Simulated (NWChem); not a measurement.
# Basis-set convergence for CH₃FGe

```xyz
6

Ge    -0.4721    -0.0782     0.0000
F      0.8181    -1.3124     0.0000
C      0.7728     1.4952     0.0000
H      0.2404     2.4674     0.0000
H      1.4337     1.4384    -0.8923
H      1.4337     1.4384     0.8923
```
Charge 0, spin multiplicity 1.

All runs are NWChem calculations. Structure: optimised with PBE/def2-SVP, a minimum by its harmonic frequencies.

Quantity: dipole moment at the level B3LYP.

The Hamiltonian is non-relativistic. B3LYP has NWChem's definition, with VWN1-RPA local correlation. The Pople sets run with spherical d functions. The structure started from a generated list of species.

```csv
basis,functions,dipole moment (D)
3-21G,46,1.54
6-31G*,66,(withheld)
def2-SVP,75,1.96
6-311G**,98,(withheld)
def2-SVPD,105,(withheld)
aug-pcseg-1,109,2.24
def2-TZVP,128,2.16
pcseg-2,145,2.24
cc-pVTZ,145,2.07
def2-TZVPD,158,2.23
```

Problem. Some entries are withheld; supply them.

Solution. 
- 6-31G*, dipole moment (D): 1.92
- 6-311G**, dipole moment (D): 2.13
- def2-SVPD, dipole moment (D): 2.29
